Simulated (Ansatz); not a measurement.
`[SiH3][O][AlH][SiH3]` + `[OH][Zn][O][SiH3]` → `[SiH3][O][Zn][O][SiH3]` + `[OH][AlH][SiH3]`  (ligand exchange at the Si–O bond)

Gas-phase electronic energies from Ansatz, PBE0-D4/def2-TZVP geometries. CBS: MP2 limit from def2 TZ/QZ plus the TZ coupled-cluster correction, frozen cores. Functionals use def2-TZVPP. B3LYP here is the variant with VWN-RPA as its local correlation; programs differ in this. For Zn outer-core shells are correlated without core-valence functions, which leaves a few kJ/mol of doubt a bond. Scalar relativity is left out up to krypton. One conformer a species, not always the lowest.

Question: Is it downhill or uphill in electronic energy at CCSD(T)/CBS, and by how much? (Best estimate.)

Answer: The calculation gave: Nearly level: ΔE = +0.9 kJ/mol.

Question: What do these levels give: PBE0-D4, B3LYP-D4, B2PLYP, PBE0, B3LYP, HF/def2-TZVPP? (An estimate is asked.)

Answer: Ansatz gave: PBE0-D4 2.7, B3LYP-D4 4.3, B2PLYP 1.9, PBE0 1.8, B3LYP 3.0, HF/def2-TZVPP -2.0 kJ/mol.

Largest T1 diagnostic among the species: 0.016.
